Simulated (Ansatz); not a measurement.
Born–Oppenheimer molecular dynamics of ClF3H3O2Ta (10 atoms, charge 0, multiplicity 1). It starts at the highest image of a converged band, a first-order saddle point between two minima.

The calculation used Ansatz 0.2.0, RKS PBE-D4/def2-SVP.

- ensemble: NVE (velocity Verlet)
- time step: 0.5 fs
- steps asked: 200
- starting velocities drawn for: 300 K
- seed: 2217

First frame:

```xyz
10
Properties=species:S:1:pos:R:3
Ta -0.273 -0.271 0.186
F 1.786 0.238 0.173
F -0.072 0.201 2.026
O -0.015 -0.600 -1.658
H 0.484 -0.513 -2.484
O -1.071 1.429 -0.113
H -1.300 2.033 0.621
F -1.733 -1.416 0.454
Cl 1.366 -2.277 0.814
H 1.985 -0.909 0.506
```

(1) How far do the bonds stretch over the last three quarters of this one trajectory? (Pairs bonded in most of those frames.)

## Answers

(1) 
```
   bond  mean (Å)  spread (Å)  shortest  longest
 Ta1–F2     1.962       0.046      1.91     2.06
 Ta1–F3     1.926       0.020      1.89     1.96
 Ta1–O4     1.895       0.015      1.87     1.92
 Ta1–O6     1.889       0.012      1.86     1.91
 Ta1–F8     1.903       0.013      1.88     1.92
Ta1–Cl9     2.967       0.142      2.75     3.23
  O4–H5     0.969       0.002      0.96     0.98
  O6–H7     0.979       0.027      0.93     1.02
Cl9–H10     1.331       0.042      1.27     1.46
```

Pairs bonded in part of these frames only: Ta1–H7 24 %, Ta1–H10 15 %.

Mean temperature of the second half: 340 K. The conserved energy stayed within 0.13 meV per atom of its start (net change 0.084 meV per atom), so the integration is sound. A run of 0.1 ps of so small a system gives no equilibrium averages. The orbitals stay closed-shell, which can raise the energy where a bond breaks towards radicals; this wasn't checked here.

Run time: 5.2 min on 4 threads of Arm Neoverse V2, on a shared host, peak memory 0.2 GiB.
